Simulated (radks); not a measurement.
Ionisation of the indium ion In+, [Kr] 4d10 5s2, to [Kr] 4d10 5s1 as the strength of local exchange is varied. All-electron calculation, Dirac Kohn-Sham, Slater X-alpha exchange (alpha = 2/3 is LDA exchange), no correlation, spin-unpolarised, spherical densities, point nucleus. Program: a radial shooting solver on a logarithmic mesh with Libxc functionals.

\begin{tabular}{lrrrrr}
alpha & E(In+) (hartree) & exchange (hartree) & IE (eV) & -e of the level emptied (eV) & <r> of it (bohr) \\ \hline
0.562 & -5849.71692 & -125.76832 & 17.433 & 13.149 (5s1/2) & 2.550 \\
0.582 & -5854.19435 & -130.34242 & 17.625 & 13.332 (5s1/2) & 2.540 \\
0.667 & -5873.26113 & -149.85747 & 18.451 & 14.118 (5s1/2) & 2.495 \\
0.878 & -5920.85503 & -198.82522 & 20.570 & 16.152 (5s1/2) & 2.393 \\
0.995 & -5947.40756 & -226.29943 & 21.786 & 17.328 (5s1/2) & 2.340 \\
1.002 & -5948.99982 & -227.95044 & 21.860 & 17.400 (5s1/2) & 2.337 \\
1.005 & -5949.68234 & -228.65827 & 21.891 & 17.430 (5s1/2) & 2.336 \\
1.041 & -5957.87853 & -237.16393 & 22.272 & 17.800 (5s1/2) & 2.321 \\
\end{tabular}

NIST Atomic Spectra Database: 18.870 eV (measured). The Delta-SCF value meets it near alpha = 0.71. Spin polarisation and multiplet splitting are left out, so open shells lie too high by an amount that depends on their filling.

Beside tabulated values, note that spin-unpolarised runs miss the spin-polarisation part of the exchange energy of open shells.
